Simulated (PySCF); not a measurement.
**Substituent chemical shifts**

Parent skeleton `[CH3:1][CH2:2][NH:3][CH3:4]`; one hydrogen on atom 3 is replaced by X. Hydrogens on one atom are averaged.

No solvent model, one averaged value for each set of equivalent atoms, one computed conformer, relativity neglected. GFN2-xTB geometry; shieldings: GIAO PBE0/pcSseg-1; PySCF.

Scale: 13C, 1H vs TMS; 15N vs NH3 (reference shieldings calculated alike).

Parent (X = H): C1 18.3, C2 51.6, N3 53.1, C4 40.3, H(C1) 1.18, H(C2) 2.59, H(C4) 2.63 ppm. Effects are Δδ = δ(X) − δ(H), positive for deshielding.

Q: Give Δδ (ppm) for X = C2H5, vinyl, COCH3, iPr.

A: 
| X | SMILES | C1 | C2 | N3 | C4 | H(C1) | H(C2) | H(C4) |
| --- | --- | --- | --- | --- | --- | --- | --- | --- |
| C2H5 | CCN(C)CC | -1.5 | +1.8 | +7.7 | +4.8 | -0.06 | -0.38 | -0.33 |
| vinyl | C=CN(C)CC | -4.2 | +3.9 | +36.3 | -4.7 | -0.24 | +0.54 | +0.00 |
| COCH3 | CCN(C)C(C)=O | -3.2 | -6.7 | +75.5 | -3.6 | -0.19 | +1.02 | +0.33 |
| iPr | CCN(C)C(C)C | -1.0 | -6.8 | +6.0 | +2.4 | -0.09 | -0.37 | -0.20 |

Q: Which position responds most, and to which substituents?

A: N3: from +6.0 ppm with iPr to +75.5 ppm with COCH3.

Experimental scales use liquid or dissolved standards, which lie at an offset from isolated NH3 (liquid NH3: subtract about 20 ppm).
